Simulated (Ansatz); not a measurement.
Total energies of CH₆BNOSi.

Z-matrix (Å, degrees):
```
Si
N 1 1.885
C 1 2.292 2 39.9
B 1 1.975 2 48.5 3 -122.0
O 1 1.695 2 77.8 3 1.9
H 1 1.493 2 115.5 3 108.1
H 2 1.008 1 132.9 3 -124.5
H 3 1.095 1 123.4 2 -94.2
H 3 1.094 1 125.9 2 91.2
H 4 1.199 1 112.4 2 -102.2
H 4 1.198 1 118.8 2 106.3
```

Total charge 0; spin multiplicity 1. The bonds changed during the relaxation, so this is another structure than the one it started from. The structure was optimised at the PBE0-D4/def2-TZVP level. Basis def2-TZVPP, Ansatz.

RPA on PBE orbitals: Hartree–Fock energy of these orbitals -484.30215 Eh, correlation -1.38653 Eh (frozen core).

| functional | energy without D4 (Eh) | D4 term (kJ/mol) |
| --- | --- | --- |
| PBE | -485.72790 | -23.8 |
| HSE06 (plane-wave form) | -485.75317 | -18.4 |

Task: Give the same for LDA (SPW92), revPBE, BLYP, r2SCAN, B97M-V, PBE0, B3LYP, r2SCANh, r2SCAN0, BHLYP, CAM-B3LYP, LC-ωPBE, ωB97X-V, ωB97M-V, B2PLYP, PBE-QIDH. (An estimate is asked.)

Result: Computed: 
```json
{"functional": "LDA (SPW92)", "energy without D4 (Eh)": "-483.32024", "D4 term (kJ/mol)": "–"}
{"functional": "revPBE", "energy without D4 (Eh)": "-485.99552", "D4 term (kJ/mol)": "-78.5"}
{"functional": "BLYP", "energy without D4 (Eh)": "-486.04559", "D4 term (kJ/mol)": "-53.8"}
{"functional": "r2SCAN", "energy without D4 (Eh)": "-485.98363", "D4 term (kJ/mol)": "-5.6"}
{"functional": "B97M-V", "energy without D4 (Eh)": "-486.02441", "D4 term (kJ/mol)": "–"}
{"functional": "PBE0", "energy without D4 (Eh)": "-485.77006", "D4 term (kJ/mol)": "-19.8"}
{"functional": "B3LYP", "energy without D4 (Eh)": "-486.14418", "D4 term (kJ/mol)": "-38.6"}
{"functional": "r2SCANh", "energy without D4 (Eh)": "-485.97205", "D4 term (kJ/mol)": "-5.9"}
{"functional": "r2SCAN0", "energy without D4 (Eh)": "-485.95590", "D4 term (kJ/mol)": "-6.5"}
{"functional": "BHLYP", "energy without D4 (Eh)": "-486.00680", "D4 term (kJ/mol)": "-28.5"}
{"functional": "CAM-B3LYP", "energy without D4 (Eh)": "-486.03455", "D4 term (kJ/mol)": "-19.9"}
{"functional": "LC-ωPBE", "energy without D4 (Eh)": "-485.90301", "D4 term (kJ/mol)": "–"}
{"functional": "ωB97X-V", "energy without D4 (Eh)": "-486.01426", "D4 term (kJ/mol)": "–"}
{"functional": "ωB97M-V", "energy without D4 (Eh)": "-486.02233", "D4 term (kJ/mol)": "–"}
{"functional": "B2PLYP", "energy without D4 (Eh)": "-485.84044", "D4 term (kJ/mol)": "–"}
{"functional": "PBE-QIDH", "energy without D4 (Eh)": "-485.65565", "D4 term (kJ/mol)": "–"}
```

B3LYP takes the VWN-RPA correlation (the form of Gaussian; ORCA's B3LYP/G). HSE06 is the plane-wave form, built on full-range PBE exchange. The double hybrids freeze the cores in their second-order part.

LC-ωPBE has ω = 0.4 bohr⁻¹.
